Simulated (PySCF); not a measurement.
First SCF of a structure search on singlet SbO(OH), at a hand-made PBE0 minimum (heavy-atom frame) geometry. PySCF input:

```python
from pyscf import gto, scf, dft
mol = gto.M(atom='''
Sb     0.230740     0.118310     0.000000
O     -0.000000    -1.665000    -0.000000
O     -1.604140     0.769080    -0.000000
H     -2.222020     0.026340     0.000000''',
    basis={'Sb': 'def2-TZVP', 'O': 'def2-TZVP', 'H': 'def2-TZVP'},
    ecp={'Sb': 'def2-TZVP'},
    charge=0, spin=0)
mf = dft.RKS(mol, xc='PBE0')
mf.grids.atom_grid = (50, 194)
aux = {'Sb': 'def2-universal-JKFIT', 'O': 'def2-universal-JKFIT', 'H': 'def2-universal-JKFIT'}
mf = mf.density_fit(auxbasis=aux)
mf.conv_tol = 1e-08
mf.diis_space = 10
mf.max_cycle = 60
mf.init_guess = 'minao'
mf.verbose = 4
mf.kernel()
```

Excerpt of the output (cycles and frontier levels):

```
init E= -352.854204035011
  HOMO = -0.784982306874505  LUMO = -0.677973153863096  gap/eV = 2.91187
cycle= 1 E= -390.170150114397  delta_E= -37.3  |g|= 2.54  |ddm|= 15.2
  HOMO = -0.112034229183809  LUMO = 0.0169486406487458  gap/eV = 3.50980
cycle= 2 E= -390.364297276815  delta_E= -0.194  |g|= 2.54  |ddm|= 6.42
  HOMO = -0.250470397544081  LUMO = -0.0919519838848508  gap/eV = 4.31351
cycle= 3 E= -391.193231430053  delta_E= -0.829  |g|= 0.337  |ddm|= 2.68
  HOMO = -0.320673968457292  LUMO = -0.117439885721726  gap/eV = 5.53028
cycle= 4 E= -391.174734548148  delta_E= 0.0185  |g|= 0.447  |ddm|= 0.402
  HOMO = -0.284805124165896  LUMO = -0.112981155666894  gap/eV = 4.67557
cycle= 5 E= -391.209672188616  delta_E= -0.0349  |g|= 0.146  |ddm|= 0.303
  HOMO = -0.291203336616238  LUMO = -0.113351396928447  gap/eV = 4.83960
cycle= 6 E= -391.213744383085  delta_E= -0.00407  |g|= 0.0174  |ddm|= 0.0875
  HOMO = -0.290199776673067  LUMO = -0.111882712707665  gap/eV = 4.85225
cycle= 7 E= -391.213814104171  delta_E= -6.97e-05  |g|= 0.00365  |ddm|= 0.0156
  HOMO = -0.290229590091421  LUMO = -0.111943827834082  gap/eV = 4.85140
cycle= 8 E= -391.213816400762  delta_E= -2.3e-06  |g|= 0.00122  |ddm|= 0.00337
  HOMO = -0.290337930119467  LUMO = -0.111977021096251  gap/eV = 4.85345
cycle= 9 E= -391.213816738132  delta_E= -3.37e-07  |g|= 0.000169  |ddm|= 0.00104
  HOMO = -0.290344545322398  LUMO = -0.111969348826662  gap/eV = 4.85384
cycle= 10 E= -391.213816746518  delta_E= -8.39e-09  |g|= 3.08e-05  |ddm|= 0.000217
  HOMO = -0.290342482596508  LUMO = -0.111970141214066  gap/eV = 4.85376
Extra cycle  E= -391.213816746307  delta_E= 2.11e-10  |g|= 6.35e-05  |ddm|= 7.4e-05
converged SCF energy = -391.213816746307
```

No lower solution of this spin was found by a stability analysis within the restricted form, which does not test spin polarisation.

The search for the lowest solution, with the stability check, took 4 s on 4 threads of a shared Arm Neoverse V1 host, with 118 basis functions; the process peaked at 0.4 GiB.
